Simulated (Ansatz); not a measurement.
Reaction (redistribution): `[F][AlH][SiH2]Cl` + `C[SiH2][SiH](O)F` → `C[SiH2][AlH][F]` + `O[SiH](F)[SiH2]Cl`

Gas-phase electronic energies from Ansatz, PBE0-D4/def2-TZVP geometries. CBS: MP2 limit from def2 TZ/QZ plus the TZ coupled-cluster correction, frozen cores. Functionals use def2-TZVPP. One conformer a species, not always the lowest.

```csv
level,ΔE (kJ/mol)
revPBE,2.0
r2SCAN0,1.5
CAM-B3LYP,3.6
HF/def2-TZVPP,6.0
MP2/def2-TZVPP,2.7
MP2/def2-QZVPP,2.6
SCS-MP2/def2-QZVPP,3.2
MP2/CBS(def2),2.4
```

Q: What does CCSD(T)/CBS give? (Estimate.)

A: The calculation gave: +2.3 kJ/mol. The listed levels differ from it by -0.3, -0.8, 1.3, 3.7, 0.4, 0.3, 0.9, 0.1 kJ/mol.

Largest T1 diagnostic among the species: 0.012.

In def2-TZVPP, CCSD(T) changes the Hartree–Fock value by −3.4 kJ/mol (the triples alone add −0.9 kJ/mol) and MP2 by −3.3 kJ/mol. Leaving LDA and LC-ωPBE aside and taking each functional with its dispersion term where it has one, the values, not all of them listed here, spread over 3.3 kJ/mol, from revPBE-D4 to BHLYP-D4.
